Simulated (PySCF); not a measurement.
Compound: C₅H₄Cl₂O₂S₂.
Bonds: C1–C2, C2–S3 (aromatic), S3–C4 (aromatic), C4–S5, S5–O6 (double), S5–O7 (double), S5–Cl8, C4–C9 (aromatic), C9–C10 (aromatic), C10–Cl11, C2–C10 (aromatic). Hydrogens: H12, H13, H14 on C1; H15 on C9.

NICS is the negative of the GIAO shielding at a point without a nucleus: at the ring centre (0) and 1 Å above and below it (1); zz is the component along the ring normal. Level: GIAO PBE0/pcSseg-1 (PySCF, non-relativistic, gas phase) on the GFN2-xTB geometry, one conformer.

Ring bond lengths (Å), with Mayer bond orders in brackets: C2–S3 1.731 (1.18), S3–C4 1.711 (1.10), C4–C9 1.359 (1.45), C9–C10 1.411 (1.24), C10–C2 1.373 (1.45).

**Question.** Give the NICS values of each ring in ppm.

**Answer.** 
```json
{"ring": "C2–S3–C4–C9–C10", "type": "5-membered ring with S; formal bonds all aromatic", "NICS(0)": "-13.0", "NICS(1), two faces": "-10.4 / -10.7", "NICS(1)zz, two faces": "-21.2 / -22.0", "rms pucker (Å)": "0.00", "centre to ring atoms, mean (Å)": "1.29"}
```

**Question.** What do they say, and how far can they be read as aromaticity?

**Answer.** 
- C2–S3–C4–C9–C10: mean NICS(1)zz -21.6 ppm, shielded, aromatic by this magnetic criterion (flat ring, no four-coordinate atom).

**Question.** How equal are the bonds by HOMA? HOMA = 1 − mean of α(R − Ropt)² over the ring bonds, with Krygowski's 1993 parameters (CC: Ropt 1.388 Å, α 257.7 Å⁻²; CS: Ropt 1.677 Å, α 94.09 Å⁻²).

**Answer.** 
- C2–S3–C4–C9–C10: HOMA 0.84; the largest term is that of C2–S3, α(R − Ropt)² = 0.28. The geometric and the magnetic index point the same way.

**Question.** At the second NICS(1) probe listed for ring C2–S3–C4–C9–C10, 1 Å off the ring, how large is the induced field along the normal in 11.7 T applied along it?

**Answer.** NICSzz × B0 = -22.0 ppm × 11.7 T = -257 μT, against the applied field.

**Question.** How shielded are the nuclei of the rings and their hydrogens (means over atoms taken as equivalent)?

**Answer.** 
```csv
atoms,environment,σ isotropic (ppm),"principal values of the symmetric part, first atom (ppm)"
C2,substituted aromatic carbon,31.3,"-46.0, 17.1, 122.9"
S3,thiophene-type sulfur,259.3,"109.6, 286.7, 381.5"
C4,substituted aromatic carbon,36.2,"-17.1, 27.4, 98.2"
C9,aromatic CH carbon,49.9,"-13.8, 25.0, 138.5"
C10,aromatic C–Cl carbon,52.3,"-19.3, 70.5, 105.7"
H15,aromatic hydrogen,24.22,"20.0, 24.5, 28.2"
```

Shape of the structure used: `[CH3:1][c:2]1[s:3][c:4]([S:5](=[O:6])(=[O:7])[Cl:8])[cH:9][c:10]1[Cl:11]`: S3–C4–S5–O6 160°.
